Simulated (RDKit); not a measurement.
Input for RDKit: UFF on HF (SMILES F).

```python
from rdkit import Chem
from rdkit.Chem import AllChem, rdDetermineBonds

blocks = [
'''2

F    -0.00000000    0.00000000    0.46222970
H     0.00000000   -0.00000000   -0.46222970
''',
]
mol = None
for b in blocks:
    f = Chem.MolFromXYZBlock(b)
    rdDetermineBonds.DetermineBonds(f, charge=0)
    mol = f if mol is None else Chem.CombineMols(mol, f)
Chem.SanitizeMol(mol)
print(Chem.MolToSmiles(Chem.RemoveHs(mol)))
ff = AllChem.UFFGetMoleculeForceField(mol, vdwThresh=100.0, ignoreInterfragInteractions=False)
e = ff.CalcEnergy()
print(f'UFF energy {e:.6f} kcal/mol')
```

Program output:

```
F
UFF energy 1.597464 kcal/mol
```

The run finished.

Cost: very roughly 0.05 core-seconds.
